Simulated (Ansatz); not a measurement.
The lowest singlet and triplet of C4H6 (SMILES [CH2]C([CH2])=C); geometries from B3LYP-D3(BJ)/def2-TZVP, each state relaxed from the structure named, with no frequency check, low spin by broken symmetry.
Singlet (charge 0, multiplicity 1):
```xyz
10

C     -0.6514     1.2396    -0.0475
C     -0.0232     0.0010    -0.0003
C      1.4307    -0.0646     0.0173
C     -0.7614    -1.1759     0.0304
H     -1.7297     1.3148    -0.0613
H     -0.0823     2.1582    -0.0715
H      1.9396    -1.0166     0.0538
H      2.0240     0.8377    -0.0060
H     -1.8421    -1.1536     0.0182
H     -0.2781    -2.1419     0.0671
```
Triplet (charge 0, multiplicity 3):
```xyz
10

C     -0.64894     1.25091     0.00401
C      0.00000     0.00000     0.00000
C      1.40776    -0.06351     0.01009
C     -0.75881    -1.18740    -0.01409
H     -1.72767     1.31866    -0.00359
H     -0.08308     2.17177     0.01477
H      1.92234    -1.01403     0.00720
H      2.00574     0.83682     0.02094
H     -1.83926    -1.15774    -0.02197
H     -0.27807    -2.15548    -0.01736
```

```json
[
 {"level": "U-HF/cc-pVDZ (spin-contaminated)", "gap E(singlet) − E(triplet), adiabatic (kcal/mol)": "22.12", "cost": "-"},
 {"level": "U-SVWN5/def2-TZVPP (spin-contaminated)", "gap E(singlet) − E(triplet), adiabatic (kcal/mol)": "6.98", "cost": "×3"},
 {"level": "R-PBE/def2-TZVPP", "gap E(singlet) − E(triplet), adiabatic (kcal/mol)": "38.06", "cost": "×1"},
 {"level": "U-PBE/def2-TZVPP (spin-contaminated)", "gap E(singlet) − E(triplet), adiabatic (kcal/mol)": "8.82", "cost": "×2"},
 {"level": "U-r2SCAN/def2-TZVPP (spin-contaminated)", "gap E(singlet) − E(triplet), adiabatic (kcal/mol)": "13.06", "cost": "×3"},
 {"level": "U-PBE0/def2-TZVPP (spin-contaminated)", "gap E(singlet) − E(triplet), adiabatic (kcal/mol)": "12.67", "cost": "×2"},
 {"level": "U-BHLYP/def2-TZVPP (spin-contaminated)", "gap E(singlet) − E(triplet), adiabatic (kcal/mol)": "15.27", "cost": "×6"},
 {"level": "U-wB97X-V/def2-TZVPP (spin-contaminated)", "gap E(singlet) − E(triplet), adiabatic (kcal/mol)": "13.64", "cost": "×20"},
 {"level": "R-wB97M-V/def2-TZVPP", "gap E(singlet) − E(triplet), adiabatic (kcal/mol)": "50.91", "cost": "×5"},
 {"level": "U-wB97M-V/def2-TZVPP (spin-contaminated)", "gap E(singlet) − E(triplet), adiabatic (kcal/mol)": "12.48", "cost": "×20"},
 {"level": "R-B2PLYP/def2-TZVPP", "gap E(singlet) − E(triplet), adiabatic (kcal/mol)": "41.02", "cost": "×3"},
 {"level": "U-CCSD/cc-pVDZ (spin-contaminated)", "gap E(singlet) − E(triplet), adiabatic (kcal/mol)": "12.09", "cost": "-"},
 {"level": "U-CCSD(T)/cc-pVDZ (spin-contaminated)", "gap E(singlet) − E(triplet), adiabatic (kcal/mol)": "8.91", "cost": "×3"},
 {"level": "FIC-MRCISD+Q on SA-CASSCF(4,4)/cc-pVDZ", "gap E(singlet) − E(triplet), adiabatic (kcal/mol)": "20.73", "cost": "-"}
]
```

The rows run from 6.98 (U-SVWN5/def2-TZVPP (spin-contaminated)) to 50.91 kcal/mol (R-wB97M-V/def2-TZVPP). In cc-pVDZ (spin-contaminated) the value moves U-HF 22.12, U-CCSD 12.09, U-CCSD(T) 8.91, a shift of -13.21 from U-HF to U-CCSD(T). The 3 R-functionals in def2-TZVPP without D3 or D4 span 12.85, from R-PBE to R-wB97M-V.

A positive gap puts the triplet lower; no zero-point energy. R- takes a restricted singlet, here one determinant of a half-filled degenerate or near-degenerate pair, which mixes singlet states. U- takes an unrestricted singlet (broken symmetry where lower, unprojected). The triplet is unrestricted in single-reference levels. Active spaces average the two states.

Cores are frozen in the correlated methods.

Doubts at one or more of the structures used: a restricted determinant that unrestricted orbitals would lower (R-PBE/def2-TZVPP, R-wB97M-V/def2-TZVPP, R-B2PLYP/def2-TZVPP); the program's own flag: other amplitudes (U-CCSD/cc-pVDZ (spin-contaminated), U-CCSD(T)/cc-pVDZ (spin-contaminated)).

The values were computed with Ansatz (a program for electronic structure). Each number belongs to the level named beside it.

Costs are rough ratios of core time to R-PBE/def2-TZVPP (about 12 s over the structures, on one shared machine); a dash marks a level with no comparable run of its own.
